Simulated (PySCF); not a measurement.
**Gas-phase XPS of `C#[C][Ge@@H]1[CH2]C=C[C@H]1C=C`, computed**

Compound: C₈H₁₀Ge.
SMILES with atom numbers: `[CH:1]#[C:2][Ge@@H:3]1[CH2:4][CH:5]=[CH:6][C@H:7]1[CH:8]=[CH2:9]`

Method: delta-SCF UKS SCAN, pcX-2 on the ionised atom, pcseg-1 elsewhere, spin-free X2C in PySCF. Each binding energy is the total energy of the core-ionised species, with the hole localised on one atom, minus that of the ground state; both are solved self-consistently, so orbital relaxation is included.

Question: What binding energy does each computed site have?

Answer: 
```tsv
atom(s)	bonded to	level	binding energy (eV)	above the level's lowest (eV)	count
C1	C (triple bond) and H	C 1s	290.02	+0.32	1
C2	C (triple bond) and Ge	C 1s	290.00	+0.30	1
C4	C, 2 H and Ge	C 1s	290.17	+0.47	1
C5	C (double bond), C and H	C 1s	290.19	+0.49	1
C6	C (double bond), C and H	C 1s	290.10	+0.40	1
C7	2 C, H and Ge	C 1s	290.23	+0.53	1
C8	C (double bond), C and H	C 1s	290.33	+0.63	1
C9	C (double bond) and 2 H	C 1s	289.70	0.00	1
```

The listed C 1s values span 0.63 eV, from C9 (bonded to C (double bond) and 2 H) to C8 (bonded to C (double bond), C and H). The widest gap between neighbouring values is 0.30 eV, between 289.70 and 290.00 eV. Summing the Pauling electronegativity differences to the bonded atoms, each weighted by its formal bond order, gives -0.70 for the lowest site and -0.35 for the highest; no listed site has a larger sum than the highest. The smallest sum, -1.24, belongs to C4, 0.47 eV above the lowest. The values 290.00 and 290.02 eV; the values 290.17, 290.19 and 290.23 eV lie too close for their order to be trusted.

Question: What is the longest wavelength that can ionise C 1s of C2 vertically?

Answer: λ = hc/E = 12398.42 eV Å / 290.00 eV = 42.753 Å.

Question: Express the binding energy of C 1s of C2 in atomic units and per mole.

Answer: 290.00 eV = 10.6573 Eh = 27981 kJ/mol.

The unrestricted hole states depart most from a pure doublet (⟨S²⟩ = 0.75; over 0.85 named) for C 1s of C2 (0.87), which makes this value less certain. No level of germanium is listed. One conformer (not necessarily the lowest) at the PBE0-D3(BJ)/def2-SVP geometry, without solvent, vibrations or thermal averaging.

The run took 7.7 min on Arm Neoverse N1, one thread (shared host), and the process peaked at 0.85 GiB of memory.
